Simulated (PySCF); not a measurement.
These are B3LYP-D3(BJ)/def2-TZVP (PySCF) values and carry that method's errors. Isolated molecules, 0 K electronic values unless said otherwise. One relaxed conformer stands for a flexible species; it need not be the lowest. B3LYP has the VWN-RPA correlation part, as in Gaussian. Delta-SCF ions had no search for a lower state. Excitations are Tamm–Dancoff values on a coarser integration grid. The basis has no diffuse functions, so Rydberg states are missing or too high.

Reference species (SMILES): `C=CC[SiH]=C` (C–C–C–Si torsion -104°, C–C–Si–C torsion -114°) (neutral, multiplicity 1).

The HOMO is -6.10 eV and the brightest of the four lowest singlets (TDA) is 5.05 eV. The vertical ionisation energy (Delta-SCF) comes out as 8.22 eV and the LUMO is -1.14 eV.

Changed species: `C([SiH3])C=C=C`.

Predict the effect on the HOMO, brightest of the four lowest singlets (TDA), vertical ionisation energy (Delta-SCF) and LUMO.

the HOMO falls by 0.76 eV, to -6.86 eV; the brightest of the four lowest singlets (TDA) rises by 1.80 eV, to 6.85 eV; the vertical ionisation energy (Delta-SCF) goes up by 0.77 eV, to 8.99 eV; the LUMO increases by 1.01 eV, to -0.13 eV.
